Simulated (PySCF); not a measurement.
Gas-phase equilibrium of 1 mol MgCl2, 88 mol H2O at 1200 K and 0.00133 bar, among 19 species (ClO, O2, HCl, O, HO2, H2O, H, HOCl, H2O2, O3, MgCl2, H2, MgH2, MgCl, MgH, Cl, Cl2, Mg, OH). Only gases are allowed; each row takes one source of thermochemistry for all species, and Cantera finds the minimum.

Computed with PySCF and rigid-rotor harmonic-oscillator thermochemistry at 1 bar. † marks an energy on the PBE0/def2-TZVP geometry and frequencies; other levels use their own. 6-31G* has spherical d functions here. Open shells (unrestricted) among the columns below: O2 (multiplicity 3); the rest are closed-shell singlets. B3LYP is the form with VWN-RPA correlation. The harmonic model lacks anharmonicity and excited electronic states, which grow with temperature; levels with a mode under 35 cm⁻¹ are left out. Soft modes under 120 cm⁻¹ make the harmonic entropy rough for MgCl2.

Molecules larger than those listed are left out. Table species left out: MgO, MgOH, Mg(OH)2, Mg2.

Mole fractions:

| thermochemistry | x H2O | x MgCl2 | x H2 | x O2 | x HCl | x Mg |
|---|---|---|---|---|---|---|
| B3LYP/6-31G* | 0.98 | 0.011 | 0.0065 | 0.0033 | 0.00028 | 0.00013 |
| BLYP/def2-TZVP† | 0.99 | 0.011 | 0.0012 | 0.00070 | 0.00041 | 0.00020 |
| PBE0/def2-QZVP† | 0.99 | 0.011 | 0.00011 | 8.9e-5 | 0.00014 | 6.0e-5 |
| PBE0/def2-TZVP | 0.99 | 0.011 | 0.00027 | 0.00018 | 0.00018 | 8.0e-5 |
| LDA/def2-TZVP† | 0.99 | 0.011 | 5.5e-5 | 6.5e-5 | 0.00015 | 6.8e-5 |
| ωB97M-V/def2-TZVP† | 0.99 | 0.011 | 0.00018 | 0.00012 | 0.00015 | 7.3e-5 |
The most sensitive of these is H2: it spans a factor of 10^2.1 over these rows; at this temperature one factor of ten is RT ln 10 = 23 kJ/mol.
